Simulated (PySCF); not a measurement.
**19F chemical shifts**

No relativistic terms, a single conformation, isolated molecule, one averaged value for each set of equivalent atoms. GFN2-xTB structure; PBE0/pcSseg-1 with gauge-including orbitals; PySCF 2.14.0 with density-fitted response routines.

Shieldings were converted by a linear fit to measured shifts: 19F: δ = 146.13 − 0.903σ +14.6 on sp3 carbon (rms 6.0 ppm, 223 shifts, 7.0 ppm with the 5 outliers that the fit left out vs CFCl3, solution or neat liquid). A few per cent of atoms miss by over 2 rms, more outside the fitted compound classes.

Question: Give the 19F shifts of `C#C[C@@H]1CO[C@@H](F)O[C@@H]1C`, `F[C@@]12CC[C@@H](O1)[C@@H](Cl)C2`.

Answer: 
| compound | environment | δ (ppm) |
| --- | --- | --- |
| C#C[C@@H]1CO[C@@H](F)O[C@@H]1C | fluorine on an sp3 carbon | -104.0 |
| F[C@@]12CC[C@@H](O1)[C@@H](Cl)C2 | fluorine on an sp3 carbon | -144.9 |

Question: Order these by 19F shift, lowest first.
A. C[C@@H]1COC=C(Cl)[C@H]1F
B. CC(=O)O/C=C(\F)CCl
C. C=C/C(C#N)=C\F
D. CCC1=C(CF)OC=CO1

Answer: D (-214.4 ppm, fluorine on an sp3 carbon), A (-151.1 ppm, fluorine on an sp3 carbon), B (-122.4 ppm, vinylic fluorine), C (-96.2 ppm, vinylic fluorine).
